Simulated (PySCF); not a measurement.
## Two-component Hartree-Fock for Sb (antimony, neutral)

Start: [Kr] 4d10 5s1 5p3 6s1; 5s1/2 filled at m_j = +1/2; 5p3/2 filled at m_j = -1/2, +1/2, +3/2; 6s1/2 filled at m_j = +1/2. Calculated with PySCF 2.14 in x2c-TZVPall-2c with one added diffuse shell each of s, p, d, f type (9s10p6d3f, 90 functions): generalised Hartree-Fock with the X2C-1e Hamiltonian and a Gaussian nucleus; one run each with spin-orbit coupling (SO) switched off, then screened by Boettger's factors. This is a chosen level, not necessarily the ground level.

| spinor shell | electrons | ε, spin-free (eV) | ε, screened SO (eV) | weight of nominal j (screened SO) | rms radius, screened SO (bohr) |
| --- | --- | --- | --- | --- | --- |
| 1s1/2 | 2 | -30648.6 | -30645.6 | 1.000 | 0.0325 |
| 2s1/2 | 2 | -4762.7 | -4761.9 | 1.000 | 0.133 |
| 2p1/2 | 2 | -4269.2 | -4444.0 | 1.000 | 0.115 |
| 2p3/2 | 4 | -4269.2 | -4189.7 | 1.000 | 0.120 |
| 3s1/2 | 2 | -978.04 | -977.79 | 1.000 | 0.352 |
| 3p1/2 | 2 | -813.27 | -846.50 | 1.000 | 0.345 |
| 3d3/2 | 4 | -562.35 | -568.11 | 1.000 | 0.329 |
| 3d5/2 | 6 | -562.35 | -558.25 | 1.000 | 0.332 |
| 4s1/2 | 2 | -180.68 | -180.61 | 1.000 | 0.844 |
| 4p1/2 | 2 | -127.91 | -134.10 | 0.999 | 0.892 |
| 4p3/2 | 4 | -127.91 | -125.03 | 0.999 | 0.921 |
| 4d3/2 | 4 | -48.513 | -49.347 | 0.956 | 1.11 |
| 4d5/2 | 6 | -48.513 | -47.878 | 0.970 | 1.11 |
| 5s1/2 | 1 | -24.751 | -24.719 | 1.000 | 2.33 |
| 5p3/2 | 3 | -12.841 | -12.854 | 0.629 | 2.85 |
| 6s1/2 | 1 | -2.828 | -2.823 | 1.000 | 5.73 |

**Question.** Where does 3p3/2 lie, and what is the 3p spin-orbit splitting (screened SO)?

**Answer.** At -798.04 eV, 48.460 eV above 3p1/2.

```
   quantity    spin-free  screened SO
E (hartree)  -6476.79470  -6478.45846
        M_J          5/2          5/2
       ⟨J²⟩        8.754        8.754
       ⟨L²⟩        0.000        0.035
       ⟨S²⟩        8.754        8.732
```

Each row is a mean over spinors that exchange with the open shell spreads, by up to 0.993 eV (4s1/2).

Rows whose weight is well below 1 are mixtures of j = l ± 1/2: exchange outweighs spin-orbit coupling there, and the label is only the starting occupation.

Breit and QED terms are absent; they matter most for the inner s and p1/2 levels.

Densities and radii are taken from the X2C orbitals without a picture-change correction, which distorts them close to the nucleus.

Without spin-orbit coupling the j labels of p, d and f shells carry no meaning; the spin-free column gives the mean over the occupied spinors of each nl shell.
